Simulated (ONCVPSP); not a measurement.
## Pseudopotential generation for Mn (Z = 25): ONCV, PBEsol, scalar-relativistic.

ONCVPSP 4.0.1 input, shortened (lines: element, Z, core and valence counts, functional; n l f; lmax; l rc ep ncon nbas qcut; lloc lpopt rc5 dvloc0; l nproj debl; icmod fcfact rcfact), PBEsol, scalar-relativistic:

```
  Mn 25.00    4    3  -116133      upf
    1    0    2.00
    2    0    2.00
    2    1    6.00
    3    0    2.00
    3    1    6.00
    3    2    5.00
    4    0    2.00
    2
    0    2.75    0.00    3    8    1.80
    1    0.85    0.00    4    7    8.10
    2    1.75    0.00    4    9   10.20
    4    5    0.85    1.00
    0    2    2.70
    1    2    1.00
    2    2    1.50
    3    3.75    1.45
```

In the p channel the program set the typed energies aside and used -2.002, 0.250 Ha.

All-electron outer shells of the reference configuration (PBEsol, scalar-relativistic, ld1.x):

| shell | level (eV) | outermost node (bohr) | outermost maximum (bohr) |
| --- | --- | --- | --- |
| 3s | -85.64 | 0.34 | 0.74 |
| 3p | -54.48 | 0.31 | 0.75 |
| 3d | -6.79 | – | 0.76 |
| 4s | -5.12 | 1.05 | 2.51 |

(1) Estimate the cutoffs (Ha) at which the residual kinetic energy of the hardest occupied pseudo-wave falls to 1 and 0.1 mHa per electron.

(2) Does the potential have ghost states?

(3) Which valence shell sets the plane-wave cutoff?

(4) Tests: 3p6 3d5 4s1; 3p6 3d5 4s0; 3p6 3d4 4s0; 3p6 3d5 4s1 4p1. Which has the largest error in its energy relative to the reference configuration, and how large is it?

Answers

(1) 89 Ha and 188 Ha.

(2) Ghosts flagged at negative energy: s at -71.4 eV; no localised positive-energy state flagged. A true bound ghost makes a file unfit for plane-wave use.

(3) 3p: 89 Ha for 1 mHa per electron, against 36 Ha for 3d.

(4) 3p6 3d4 4s0, with -321 meV (all-electron minus pseudo) on +56.42 eV.
